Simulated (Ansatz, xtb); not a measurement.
# CH7GaO4: which of two conformers lies lower

Structure a: `C[O][Ga-]([OH])([OH])[OH2+]`, a singlet. Structure b: `C[O][Ga-]([OH])([OH])[OH2+]`, a singlet. Both are isolated molecules in the gas phase, relaxed with PBE0-D4/def2-SVP.

a (Å):

```xyz
13

C    -0.6396   -0.5085    0.1804
Ga    1.4795    1.0004    1.2451
O     0.6853   -0.0843    0.0728
O     3.1842    1.4545    0.9131
O     0.8990    1.1670    2.9557
O     0.7510    2.9634    1.0889
H    -0.9407   -0.7483    1.2186
H    -1.3530    0.2487   -0.2002
H    -0.7825   -1.4225   -0.4228
H     3.5529    1.0098    0.1438
H     1.4434    0.7419    3.6240
H     0.6130    3.0111    2.0552
H     1.5592    3.4681    0.9127
```

b (Å):

| atom | x (Å) | y (Å) | z (Å) |
| --- | --- | --- | --- |
| C | -2.5764 | 0.9679 | -1.1265 |
| Ga | -0.1469 | -0.4645 | -0.5892 |
| O | -1.7074 | 0.3938 | -0.2010 |
| O | 1.1715 | 0.5471 | -1.2639 |
| O | -0.0900 | -2.2251 | -0.8775 |
| O | 0.2191 | 0.0604 | 1.3977 |
| H | -2.0809 | 1.7174 | -1.7739 |
| H | -3.0474 | 0.2174 | -1.7914 |
| H | -3.3956 | 1.4841 | -0.5957 |
| H | 1.7833 | 0.0574 | -1.8217 |
| H | -0.8660 | -2.6912 | -0.5524 |
| H | 0.9476 | 0.6955 | 1.3333 |
| H | -0.6064 | 0.5912 | 1.3916 |

Estimate E(b) − E(a) at the level CCSD(T)/def2-SVP + ΔMP2/def2-TZVPP.

CCSD(T)/def2-SVP + ΔMP2/def2-TZVPP gives E(b) − E(a) = −0.13 kcal/mol, slightly favouring structure b, which is too small a margin to settle the true order.

How the difference moves with the method:

```tsv
level	geometry	E(b) − E(a) (kcal/mol)	departure from the last row (kcal/mol)	job, with rough time for the two
PBE0-D4/def2-SVP	PBE0-D4/def2-SVP	−0.83	−0.70	optimisation, 2.7 min
HF/def2-SVP	PBE0-D4/def2-SVP	−0.23	−0.09	part of the CCSD(T) run
MP2/def2-SVP	PBE0-D4/def2-SVP	−0.74	−0.61	part of the CCSD(T) run
CCSD(T)/def2-SVP	PBE0-D4/def2-SVP	−0.69	−0.55	single point
CCSD(T)/def2-SVP + ΔMP2/def2-TZVPP	PBE0-D4/def2-SVP	−0.13		single point, 2.5 min
```

The largest departure from CCSD(T)/def2-SVP + ΔMP2/def2-TZVPP is that of PBE0-D4/def2-SVP, 0.70 kcal/mol. Levels run at GFN2-xTB geometries aren't shown. The last row adds to CCSD(T) the change of the MP2 difference between the two basis sets, here +0.55 kcal/mol.

With thermal terms from frequencies at re-optimised GFN2-xTB minima (ideal gas, soft modes damped towards free rotors, one conformer each, 298.15 K, 1 atm): on the last row, ΔE + ΔZPE = −0.13, ΔH = −0.18, ΔG = +0.10 kcal/mol.

The correlated steps freeze 14 core orbitals; the filled d shell of Ga is correlated, in a basis made for valence electrons. Programs: Ansatz 0.2.0, xtb 6.7.1; the last row on 2 threads of Arm Neoverse V2 on a shared host.
